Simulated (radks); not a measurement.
Species: Ba I. Configuration: [Xe] 6s2.

All-electron calculation, scalar-relativistic Kohn-Sham, LDA (Slater exchange, VWN5 correlation), spin-unpolarised, spherical densities, finite nucleus; Fermi nuclear charge, rms radius 4.8378 fm; hard spherical wall at 10 bohr. Program: a radial shooting solver on a logarithmic mesh with Libxc functionals.

Energy parts (Ry):
total: -16257.9907
kinetic: 17157.3450
electron-nucleus: -39351.3809
Hartree: 6318.4554
exchange-correlation: -382.4102

Orbitals (lengths in bohr, moments of r in powers of bohr; r(max) is where P^2 peaks; r(90%) holds 90 % of the orbital's charge):
1s: occ. 2; eigenvalue (Ry) -2735.380; r(max) 0.01644; <1/r> 60.64; <r> 0.02560; r(90%) 0.0461
2s: occ. 2; eigenvalue (Ry) -432.4226; r(max) 0.09297; <1/r> 13.95; <r> 0.1098; r(90%) 0.170
2p: occ. 6; eigenvalue (Ry) -387.9897; r(max) 0.07464; <1/r> 13.27; <r> 0.09622; r(90%) 0.157
3s: occ. 2; eigenvalue (Ry) -91.22491; r(max) 0.2667; <1/r> 5.035; <r> 0.2924; r(90%) 0.429
3p: occ. 6; eigenvalue (Ry) -76.97471; r(max) 0.2608; <1/r> 4.780; <r> 0.2903; r(90%) 0.435
3d: occ. 10; eigenvalue (Ry) -56.21080; r(max) 0.2150; <1/r> 4.533; <r> 0.2667; r(90%) 0.418
4s: occ. 2; eigenvalue (Ry) -17.85509; r(max) 0.6249; <1/r> 2.086; <r> 0.6743; r(90%) 0.970
4p: occ. 6; eigenvalue (Ry) -13.25289; r(max) 0.6536; <1/r> 1.921; <r> 0.7160; r(90%) 1.04
4d: occ. 10; eigenvalue (Ry) -6.56713; r(max) 0.6953; <1/r> 1.655; <r> 0.8010; r(90%) 1.21
5s: occ. 2; eigenvalue (Ry) -2.46259; r(max) 1.467; <1/r> 0.8082; <r> 1.636; r(90%) 2.36
5p: occ. 6; eigenvalue (Ry) -1.36090; r(max) 1.668; <1/r> 0.6800; <r> 1.923; r(90%) 2.82
6s: occ. 2; eigenvalue (Ry) -0.22770; r(max) 4.051; <1/r> 0.2739; <r> 4.531; r(90%) 6.51
5d: occ. 0; eigenvalue (Ry) -0.13790; r(max) 2.520; <1/r> 0.3814; <r> 3.422; r(90%) 5.49
6p: occ. 0; eigenvalue (Ry) -0.05490; r(max) 5.110; <1/r> 0.2276; <r> 5.340; r(90%) 7.38
7s: occ. 0; eigenvalue (Ry) 0.23271; r(max) 7.309; <1/r> 0.2263; <r> 6.071; r(90%) 8.42

The highest occupied level is 6s at -3.098 eV. Summed over all electrons, <r^2> = 90.51 bohr^2, which gives a Langevin (diamagnetic) susceptibility term of -71.7 x 10^-6 cm^3/mol. The pressure on the wall is 0.118 GPa.
